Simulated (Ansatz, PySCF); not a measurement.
Spin states of H3O3V (SMILES [OH][V]([OH])[OH]), each relaxed with B3LYP-D3(BJ)/def2-TZVP.
State 1 (charge 0, multiplicity 3):
```xyz
7

V      0.0506    -0.1005    -0.3030
O     -1.4800    -1.0086    -0.1686
H     -1.8148    -1.8486     0.1500
O      0.1542     1.5071    -1.1144
H     -0.2603     2.3471    -0.9010
O      1.5279    -0.5639     0.6293
H      1.7205    -0.4082     1.5585
```
State 2 (charge 0, multiplicity 1):
| atom | x (Å) | y (Å) | z (Å) |
|---|---|---|---|
| V | -0.0141 | -0.0112 | -0.0221 |
| O | -1.2060 | -1.2994 | 0.0491 |
| H | -2.0746 | -1.5776 | -0.2448 |
| O | -0.3452 | 1.4410 | -0.9529 |
| H | 0.0013 | 2.2928 | -1.2222 |
| O | 1.5081 | -0.1749 | 0.8386 |
| H | 2.0284 | -0.7464 | 1.4051 |

Singlets are restricted, other states unrestricted; no spin–orbit coupling, no relativity up to Kr; see below for the cores. The largest T1 diagnostic is 0.064.

Programs: Ansatz (Gaussian orbitals); PySCF for the dispersion terms. 

```
level                     energy of the multiplicity-1 state less that of the multiplicity-3 state (eV)
------------------------  -----------------------------------------------------------------------------
SVWN5/def2-TZVPP                                                                                  0.294
BLYP/def2-TZVPP                                                                                   0.389
r2SCAN/def2-TZVPP                                                                                 0.729
r2SCAN-D3(BJ)/def2-TZVPP                                                                          0.729
r2SCAN-D4/def2-TZVPP                                                                              0.728
B3LYP-D4/def2-TZVPP                                                                               0.586
PBE0-D3(BJ)/def2-TZVPP                                                                            0.785
BHLYP/def2-TZVPP                                                                                  0.866
CAM-B3LYP/def2-TZVPP                                                                         (withheld)
```

Question: What belongs in the gaps?

Answer: 
- CAM-B3LYP/def2-TZVPP, energy of the multiplicity-1 state less that of the multiplicity-3 state (eV): 0.622

Ansatz is a first-principles code.
